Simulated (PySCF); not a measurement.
**Mayer bond orders and bond lengths**

C₂H₈F₃PSi₂.
SMILES with atom numbers: `[F:1][C:2]([F:3])([F:4])[SiH2:5][CH2:6][SiH2:7][PH2:8]` (hydrogens: H9, H10 on Si5; H11, H12 on C6; H13, H14 on Si7; H15, H16 on P8)

Structure used (GFN2-xTB), in Å, numbered top down from 1:
```xyz
16
C2H8F3PSi2 angstrom
F     -3.148   -1.246    0.468
C     -2.816   -0.029   -0.015
F     -2.927   -0.122   -1.357
F     -3.796    0.807    0.382
Si    -1.047    0.551    0.559
C      0.120   -0.802   -0.056
Si     1.906   -0.635    0.595
P      2.550    1.479    0.251
H     -0.875    1.854   -0.080
H     -1.166    0.637    2.014
H      0.131   -0.795   -1.147
H     -0.261   -1.781    0.235
H      2.751   -1.647   -0.056
H      1.934   -0.853    2.044
H      2.752    1.344   -1.111
H      3.884    1.247    0.529
```

Bond orders from the PBE0/pcSseg-1 density (PySCF). One conformer (not necessarily the lowest) at the GFN2-xTB geometry, without solvent, vibrations or thermal averaging.

**Question.** How far do the computed orders between heavy atoms stray from the drawn ones?

**Answer.** The largest departure is 0.200, at C2–Si5 (drawn single, 0.800). Drawn single, order below 0.88: C2–Si5 (0.800).

**Question.** Set the Mayer orders of the bonds beside their lengths.

**Answer.** 
```csv
bond,drawn as,length (Å),Mayer order
F1–C2,single,1.351,0.957
C2–F3,single,1.350,0.959
C2–F4,single,1.348,0.971
C2–Si5,single,1.948,0.800
Si5–C6,single,1.889,0.924
C6–Si7,single,1.908,0.906
Si7–P8,single,2.237,1.013
Si5–H9,single,1.461,0.952
Si5–H10,single,1.462,0.950
C6–H11,single,1.091,0.927
C6–H12,single,1.090,0.930
Si7–H13,single,1.470,0.923
Si7–H14,single,1.466,0.942
P8–H15,single,1.384,0.929
P8–H16,single,1.382,0.938
```

Bonds between the same two heavy elements. C–F: all 3 within 0.02 of one another (0.957 to 0.971). C–Si: lowest C2–Si5 (0.800, 1.948 Å), highest Si5–C6 (0.924, 1.889 Å).

**Question.** Sum the orders of all bonds at each heavy atom with more than one neighbour and set the sums beside the valence in the SMILES.

**Answer.** C2 3.687 (drawn 4), Si5 3.626 (drawn 4), C6 3.687 (drawn 4), Si7 3.784 (drawn 4), P8 2.880 (drawn 3). Orders between atoms that aren't bonded are not in these sums.

Mayer orders depend on the basis set.
